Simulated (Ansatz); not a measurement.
Input file:

```yaml
crystal:
  periodic: [false, false, false]
  atoms:
    - { symbol: Al, position_ang: [-0.75642, 1.02053, -0.40496] }
    - { symbol: Al, position_ang: [0.68046, -0.92735, 0.36096] }
    - { symbol: Cl, position_ang: [1.62828, -0.84606, 2.17071] }
    - { symbol: Cl, position_ang: [0.91461, -2.57972, -0.81653] }
    - { symbol: H, position_ang: [-1.50813, 1.02597, -1.78475] }
    - { symbol: H, position_ang: [-0.9588, 2.30663, 0.47457] }
basis:
  gaussian: { orbitals: def2-SVP }
hamiltonian:
  xc: pbe0
relax:
  f_tol: 0.015
  max_steps: 40
```

Launched with:

```bash
$ ansatz run input.yaml --threads 1 --pin off --max-ram 2048MiB --backend cpu --events-out ev --progress --plain --runs-dir out
```

Hardware: 1 thread of Arm Neoverse V1, with other jobs on the host.

Q: Roughly how long does this run take, and how much memory?

A: 14 s, with a peak of 0.17 GiB, for 4 ionic steps.
